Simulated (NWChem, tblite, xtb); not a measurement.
# Si2H5ClO2 (SMILES O[SiH2]O[SiH2]Cl): the dipole moment, rung by rung

The species is Si2H5ClO2 (10 atoms), meant as a singlet with charge 0. As SMILES, `O[SiH2]O[SiH2]Cl`. Geometry: relaxed at PBE0-D4/def2-TZVP. This is one conformer, not always the lowest.

```xyz
10

O    -1.0852   -1.5982    0.7506
Si    0.4008   -1.4026    0.0971
O     0.8597    0.1757    0.0850
Si    0.2816    1.6763   -0.0967
Cl   -1.5857    1.5928   -0.9718
H    -1.8386   -1.2572    0.2646
H     1.3376   -2.1357    0.9691
H     0.4372   -1.8831   -1.3058
H     0.1159    2.3376    1.2135
H     1.1596    2.4433   -1.0028
```

Quantity: the dipole moment, in D. The values are calculated.

```tsv
level	kind	program	value (D)	CPU time
GFN1-xTB	semi-empirical	tblite	1.01	under 2 s
GFN2-xTB	semi-empirical	tblite	0.92	under 2 s
IPEA1-xTB	semi-empirical	tblite	0.49	under 2 s
GFN0-xTB	semi-empirical	xtb	0.37	under 2 s
HF/STO-3G	Hartree–Fock	NWChem	2.08	5.3 s
HF/3-21G	Hartree–Fock	NWChem	1.42	6 s
HF/def2-SVP	Hartree–Fock	NWChem	0.88	15 s
B3LYP/6-31G* (spherical functions)	global hybrid	NWChem	0.71	36 s
B3LYP/6-31G* (Cartesian functions)	global hybrid	NWChem	0.72	37 s
PBE0/def2-SVP	global hybrid	NWChem	0.68	23 s
```

The values span 0.37 to 2.08 D. Magnitudes only. Sets without polarisation functions give poor dipoles. Without the sets that lack polarisation functions the rows with a basis span only 0.68 to 0.88 D. Times are those of the runs behind each value, whatever else they computed, on shared processors of several kinds: orders of magnitude only.
